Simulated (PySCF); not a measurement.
PBE on Cl⁻ (chlorine, charge -1), [Ar], closed-shell 1S. Computed with PySCF 2.14 in aug-cc-pwCVDZ (6s5p3d, 36 functions), with the non-relativistic Hamiltonian (point nucleus).

```
cycle= 1 E= -460.090738831558  delta_E= -0.00789  |g|= 0.0072  |ddm|= 0.265
cycle= 2 E= -460.090755870691  delta_E= -1.7e-05  |g|= 0.00157  |ddm|= 0.0219
cycle= 3 E= -460.090753353205  delta_E= 2.52e-06  |g|= 0.00277  |ddm|= 0.00828
cycle= 4 E= -460.090758037637  delta_E= -4.68e-06  |g|= 0.000204  |ddm|= 0.00497
cycle= 5 E= -460.090758053309  delta_E= -1.57e-08  |g|= 1.7e-06  |ddm|= 0.000293
cycle= 6 E= -460.09075805331  delta_E= -8.53e-13  |g|= 7.84e-08  |ddm|= 2.16e-06
converged SCF energy = -460.09075805331  <S^2> = -8.8817842e-15  2S+1 = 1
```

Highest occupied orbital energy: 0.255 eV; ⟨L²⟩ = 0.00; populations by l: s 6.00, p 12.00, d 0.00.

Problem. Can this result be used?

Solution. With care. Self-consistency was reached. At PBE the highest occupied level has a positive energy, so only the finite basis holds that electron; in a semilocal or global hybrid functional this comes from self-interaction and does not mean that the real anion is unbound.
